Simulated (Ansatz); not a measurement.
TeAs₂⁺, relaxed as a doublet with UKS PBE-D4/def2-TZVP in Ansatz, starting from the GFN2-xTB geometry. Force threshold 0.02 eV/Å.

In the def2 sets Te takes a core potential; there is no spin–orbit coupling. The structure comes from a short search, and lower isomers may exist.

Start:

```xyz
3

As    0.088    0.782    0.474
As    1.472   -0.893    0.774
Te   -1.561    0.111   -1.247
```

```tsv
step	energy (eV)	largest force component (eV/Å)	SCF passes
1	-128949.9823	0.678	86
2	-128950.0248	0.433	44
3	-128950.2520	1.409	51
4	-128950.5840	2.289	40
5	-128951.3587	1.863	35
6	-128951.7558	0.719	39
7	-128951.7712	0.179	31
8	-128951.7723	0.005	29
```

Force components are those of the run's own axes.

End:

```xyz
3

As    0.120    1.187    0.707
As    0.978   -0.919    0.347
Te   -1.098   -0.268   -1.054
```

Bonds formed: As2–Te3 (atoms count from 1). The end is the same structure that another start reached, the lowest one found.

No frequencies were taken in this run, so the end may be a saddle point.

Run time 35 s (2 threads of Arm Neoverse V1 on a shared host).
